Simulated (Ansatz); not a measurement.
System: CCl, charge 0, doublet. CCl (SMILES [C]Cl, doublet).
B3LYP-D3(BJ)/def2-TZVP minimum from Ansatz (an electronic-structure program):
```
C
Cl 1 1.6564
```
Charge 0, spin multiplicity 2.

Hartree-Fock and MP2 correlation energies in hartree (Ansatz). Open shells are spin-unrestricted; no spin-orbit coupling. Correlated methods leave the cores frozen. No relativity.

| basis | X | E(HF) | E(corr, MP2) |
|---|---|---|---|
| cc-pV(T+d)Z | 3 | -497.26057 | -0.29232 |
| cc-pV(Q+d)Z | 4 | -497.26659 | -0.31870 |
| cc-pV(5+d)Z | 5 | -497.26775 | withheld |

Question: Fit E(corr) = E∞ + A/X³ to X = 3 and 4, predict X = 5, and compare with the run.

Answer: A = (-0.29232 - (-0.31870))/(1/27 - 1/64) = 1.2320; E∞ = -0.31870 - A/64 = -0.33795; at X = 5, E∞ + A/125 = -0.32809. The run gave -0.32986, 1.77 mEh below the prediction. The same form on X = 4 and 5 gives E∞ = -0.34157, 3.62 mEh below the first estimate.
